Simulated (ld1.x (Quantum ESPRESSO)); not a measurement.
## Before and after: TM potential for germanium (Ge)

* Element: germanium (Ge)
* Generator: ld1.x (Quantum ESPRESSO) 7.5
* Type: norm-conserving Troullier–Martins (Kleinman–Bylander form)
* Functional: PBE
* Relativity: fully relativistic
* Frozen core: [Ar] 3d10
* Valence charge: 4
* Reference configuration: 4s2 4p1.75 (charge +0.25)
* Partial waves: 4s (bound): rc 1.50 bohr; 4p (bound): rc 1.90 bohr; 4d channel at 0.45 Ry: rc 1.75 bohr
* Local potential: all-electron potential smoothed inside 1.15 bohr (lloc = -1)
* Core correction: none

Open shells are filled in proportion to 2j + 1 (rel_dist='average').

All-electron outer shells of the reference configuration (PBE, scalar-relativistic, ld1.x):

```csv
shell,level (eV),outermost node (bohr),outermost maximum (bohr)
3d,-31.35,–,0.50
4s,-13.61,0.77,1.73
4p,-5.59,0.82,2.19
```

Change: scalar-relativistic.

Cutoffs: the cutoffs (Ry, on a coarse ladder) from which the occupation-weighted sum of valence levels, in a spherical-Bessel basis at the reference potential, stays within 10 and 1 mRy of its value at 400 Ry; they do not see the model core or the augmentation charge, which bear on the density cutoff. Errors are all-electron minus pseudo energies relative to the spin-unpolarised reference configuration.

Question: What does the change do?

Answer: The potential gets neither clearly harder nor softer (30 Ry and 45 Ry → 30 Ry and 45 Ry); both files keep a bound ghost (s); of the 7 tests that both files solve, the error grows in 2 and shrinks in 1 by more than 15 % and 0.3 meV (median size 5.0 → 8.0 meV).

```tsv
quantity	base	changed
cutoff, loose	30 Ry	30 Ry
cutoff, tight	45 Ry	45 Ry
bound ghosts	s	s
error for 4s2 4p2, meV [ΔE -1.18 eV]	0.0	+0.2
error for 4s2 4p1, meV [ΔE 6.26 eV]	-0.8	-1.7
error for 4s2 4p0, meV [ΔE 21.71 eV]	-5.0	-8.0
error for 4s1 4p0, meV [ΔE 56.50 eV]	+82	+74
error for 4s2 4p1.5, meV [ΔE 1.62 eV]	-0.1	-0.3
error for 4s0 4p4, meV [ΔE 15.01 → 15.01 eV]	+50	+49
error for 4s1 4p2, meV [ΔE 14.98 eV]	+9.9	+8.4
s: phases at 2.04 bohr within 0.05 rad from the reference energy up to (Ry; the scan ends near 5)	to the end of the scan	to the end of the scan
```

 A true bound ghost makes a file unfit for plane-wave use even where its test errors are small: the radial tests pick states by their node count and pass the ghost by.
